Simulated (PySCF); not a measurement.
H6NSi2, charge +1, multiplicity 1. Atoms are numbered in the order given.

```xyz
9

Si     0.1528     1.5936     0.0000
N     -0.6013     0.1194     0.0000
Si     0.1326    -1.5692     0.0000
H      1.6215     1.6067     0.0000
H     -0.6642     2.8155     0.0000
H     -1.6291     0.1364     0.0000
H     -0.3506    -2.2184     1.2348
H      1.5862    -1.3000     0.0000
H     -0.3506    -2.2184    -1.2348
```
Charge +1, spin multiplicity 1.

The structure is a stationary point at TPSSh-D3(BJ)/def2-SVP. The spin state was assumed, not searched. The isomer is the one that the SMILES or the coordinates give; other isomers of the formula were not compared.

These are TPSSh-D3(BJ)/def2-SVP (PySCF) values and carry that method's errors.

Frequencies are harmonic and unscaled.

| mode | ν (cm⁻¹) | IR (km/mol) | moving atoms (share of kinetic energy) |
|---|---|---|---|
| 1 | 129 | 0.1 | H 80 %, N 15 % |
| 2 | 196 | 1.0 | Si 46 %, H 28 %, N 26 % |
| 3 | 279 | 8.9 | H 80 %, N 18 % |
| 4 | 548 | 18.8 | Si 46 %, H 36 %, N 18 % |
| 5 | 617 | 3.4 | H 86 %, Si 12 % |
| 6 | 655 | 15.2 | H 92 % |
| 7 | 663 | 44.0 | H 86 %, Si 10 % |
| 8 | 764 | 101.7 | H 83 %, N 14 % |
| 9 | 786 | 136.8 | H 56 %, N 31 %, Si 14 % |
| 10 | 922 | 266.5 | H 92 % |
| 11 | 938 | 49.2 | H 96 % |
| 12 | 939 | 76.6 | H 89 % |
| 13 | 949 | 50.4 | H 96 % |
| 14 | 1042 | 25.3 | H 41 %, N 35 %, Si 23 % |
| 15 | 1222 | 159.8 | H 61 %, N 34 % |
| 16 | 2308 | 16.8 | H 99 % |
| 17 | 2334 | 43.5 | H 96 % |
| 18 | 2340 | 39.1 | H 95 % |
| 19 | 2345 | 1.5 | H 98 % |
| 20 | 2401 | 4.0 | H 95 % |
| 21 | 3478 | 123.5 | H 93 % |
